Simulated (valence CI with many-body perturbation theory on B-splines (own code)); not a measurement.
# Eu⁵⁷⁺: one-electron terms

Computed by relativistic CI+MBPT: four valence electrons over a frozen Dirac-Fock core [He], a basis of 11 s, 11 p, 10 d, 8 f, 5 g, 2 h functions for each j, with the one-electron correlation potential Σ1, the two-electron term Σ2, the three-electron term Σ3, Breit, model QED; selected CI, second order for the rest, scaled by the run's own slope (own B-spline code, finite nucleus).

No measured spectrum was set against this ion. As an estimate, large intervals hold to a few tenths of a per cent, small ones and those within an open d or f shell to about a per cent. Among the levels kept, up to 910 cm⁻¹ of a level comes from second order outside the variational space, and about a tenth of that is noise between levels of different J, which matters for small intervals.

These are the spectroscopic orbitals of the CI (the correlating ones are not listed), shaped by the core and the other valence electrons. h is the expectation value of the core's Dirac-Fock operator, without the valence repulsion; Σ1 is computed up to l = 3 at one energy for each symmetry, that of its lowest orbital but kept below the first core excitation, so for empty shells it is not the orbital's own correlation shift; Breit and QED include the response of the core, and the two lowest orbitals of each symmetry also the frequency dependence of Breit exchange, which makes a step in that column.

```tsv
Orbital	h (hartree)	Σ1 (cm⁻¹)	Breit (cm⁻¹)	QED (cm⁻¹)	⟨r⟩ (bohr)
2s1/2	-505.5	-1451	73219	84937	0.09093
3s1/2	-220.25	-360	20247	24432	0.2119
4s1/2	-122.24	-141	8039	9986	0.3852
5s1/2	-77.529	-69.6	4016	5020	0.6102
6s1/2	-53.494	-39.4	2287	2869	0.8868
7s1/2	-39.114	-24.5	1426	1792	1.214
2p1/2	-499.91	-3832	146679	1192	0.07552
3p1/2	-218.66	-866	39121	66.7	0.1977
4p1/2	-121.58	-333	15554	8.5	0.3722
5p1/2	-77.199	-163	7750	0.9	0.5981
6p1/2	-53.306	-92.2	4410	-0.4	0.8759
7p1/2	-38.996	-57.2	2747	-0.6	1.205
2p3/2	-472.63	-2650	52672	10002	0.08159
3p3/2	-210.56	-601	14429	2623	0.2064
4p3/2	-118.19	-232	6723	1060	0.3835
5p3/2	-75.471	-114	3380	532	0.6124
6p3/2	-52.31	-64.6	1934	304	0.8929
7p3/2	-38.372	-40.2	1211	190	1.224
3d3/2	-209.95	-278	1420	-228	0.1745
4d3/2	-117.93	-120	778	-58.1	0.3526
5d3/2	-75.339	-61.7	392	-22.1	0.5823
6d3/2	-52.234	-35.8	237	-10.5	0.8637
7d3/2	-38.324	-22.6	153	-5.8	1.196
3d5/2	-207.6	-245	464	843	0.1774
4d5/2	-116.93	-105	254	390	0.3561
5d5/2	-74.828	-53.8	121	206	0.5866
6d5/2	-51.938	-31.2	73.4	121	0.8689
7d5/2	-38.138	-19.7	47.5	77.2	1.202
4f5/2	-116.86	-22.5	8.3	-117	0.3065
5f5/2	-74.792	-12.8	6.8	-57.3	0.5373
6f5/2	-51.919	-7.8	4.4	-32.3	0.8200
7f5/2	-38.126	-5.0	3.1	-20.0	1.154
4f7/2	-116.38	-21.4	2.4	105	0.3084
5f7/2	-74.545	-12.1	2.0	56.9	0.5395
6f7/2	-51.775	-7.3	1.2	33.9	0.8226
7f7/2	-38.035	-4.7	0.8	21.7	1.157
5g7/2	-74.534		0.0	-37.5	0.4711
6g7/2	-51.768		0.0	-21.7	0.7543
7g7/2	-38.031		0.0	-13.6	1.089
5g9/2	-74.387		0.0	30.1	0.4726
6g9/2	-51.683		0.0	17.5	0.7559
7g9/2	-37.977		0.0	11.1	1.091
6h9/2	-51.682				0.6697
6h11/2	-51.626				0.6709
```

Among the shells of the start configuration 2s2 2p2, Σ1 is largest in size for 2p1/2, where it is 0.0035 % of h.

Lowest root of each symmetry, sizes in configuration state functions:

```csv
J,Parity,Roots,Reference,Variational,Second order,Change by selected CI (cm⁻¹),Change by second order (cm⁻¹)
0,even,18,53,27537,33743,-21078,0
1,even,33,124,31999,157360,-18314,-159
2,even,36,150,31994,299993,-19848,-363
3,even,21,123,31996,274239,-19242,-353
4,even,9,83,31991,176085,-19706,-203
5,even,3,46,28458,88198,-19330,-15
0,odd,14,49,26475,27069,-23560,-1
1,odd,34,127,32000,185389,-26206,-162
2,odd,34,147,31989,255083,-20441,-327
3,odd,20,122,31992,284993,-20105,-361
4,odd,8,82,31999,156797,-20640,-157
5,odd,2,45,27990,85546,-27058,-12
```
